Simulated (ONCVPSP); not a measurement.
beryllium (Be): one change to an ONCV potential, before and after

beryllium, optimised norm-conserving Vanderbilt (ONCV), made with ONCVPSP 4.0.1 (LDA (Perdew-Wang 92), scalar-relativistic). Core [He], reference 2s1.5 (charge +0.5). Waves: 2s: rc 2.05 bohr, ncon 3, nbas 8, qcut 2.8 1/bohr, 2 projectors, debl 2.5 Ha; p scattering state at 0.04 Ha: rc 1.55 bohr, ncon 4, nbas 8, qcut 6.2 1/bohr, 2 projectors, debl 0.9 Ha. Local part: polynomial inside 1.30 bohr (lpopt 5, dvloc0 -1 Ha). Core correction: none.

In the p channel the program set the typed energies aside and used 0.050, 0.950 Ha.

All-electron outer shells of the reference configuration (LDA (PZ), scalar-relativistic, ld1.x):

| shell | level (eV) | outermost node (bohr) | outermost maximum (bohr) |
| --- | --- | --- | --- |
| 1s | -110.27 | – | 0.27 |
| 2s | -9.47 | 0.60 | 1.97 |

Change: s: qcut 3.8; p: qcut 8.4.

Cutoffs: the cutoffs (Ha) at which the residual kinetic energy of the hardest occupied pseudo-wave falls to 1 and 0.1 mHa per electron; they do not see the model core or the augmentation charge, which bear on the density cutoff. Errors are all-electron minus pseudo energies relative to the spin-unpolarised reference configuration.

Problem. How do hardness, ghosts and transferability respond?

Solution. The potential gets neither clearly harder nor softer (4.1 Ha and 39 Ha → 4.8 Ha and 6.8 Ha); of the 3 tests that both files solve, the error grows in 2 and shrinks in 1 by more than 15 % and 0.3 meV (median size 5.6 → 5.4 meV); the range in which the s phases agree widens (upper end 2.7 → 4.5); the range in which the p phases agree widens (upper end 3.8 → at the end of the scan); neither file shows a bound ghost.

| quantity | base | changed |
| --- | --- | --- |
| cutoff, loose | 4.1 Ha | 4.8 Ha |
| cutoff, tight | 39 Ha | 6.8 Ha |
| bound ghosts | none | none |
| GHOST(+) flags under 300 eV | none | none |
| tests with a reliable result | 3 of 4 | 3 of 4 |
| error for 2s2, meV [ΔE -3.75 eV] | +1.1 | +2.1 |
| error for 2s1, meV [ΔE 5.76 eV] | +5.6 | +6.6 |
| error for 2s1 2p1, meV [ΔE -0.23 eV] | +6.5 | +5.4 |
| s: phases at 2.08 bohr within 0.05 rad from the reference energy up to (Ha; the scan ends near 5) | 2.7 | 4.5 |
| p: phases at 1.57 bohr within 0.05 rad from the reference energy up to (Ha; the scan ends near 5) | 3.8 | to the end of the scan |

Base: The cutoffs count occupied waves only; projector 2 of the s channel, the hardest unoccupied one, needs 38 Ha at the loose tolerance. Changed file: The cutoffs count occupied waves only; projector 2 of the p channel, the hardest unoccupied one, needs 20 Ha at the loose tolerance.
